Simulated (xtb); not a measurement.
Input for xtb: GFN2-xTB on CH5AlO (SMILES C[O][AlH2]), a point of a bond scan (R = 5.028 Å).

```
$ xtb mol.xyz --gfn 2 --sp --chrg 0 --uhf 0
8

Al    -0.48447785     0.89780616     0.62601054
H     -0.38270383     1.92150114     5.54713627
H     -1.22107104     1.77313262    -0.46313067
O      0.33969018    -0.49209283     0.13373798
C      0.56151194    -1.13056905    -1.10068500
H      0.08822596    -0.60052820    -1.93547360
H      1.63509344    -1.19352194    -1.29911414
H      0.16204404    -2.14811651    -1.07007472
```

### Question
Give the final energy of this run.

### Answer
-9.7069 hartree.
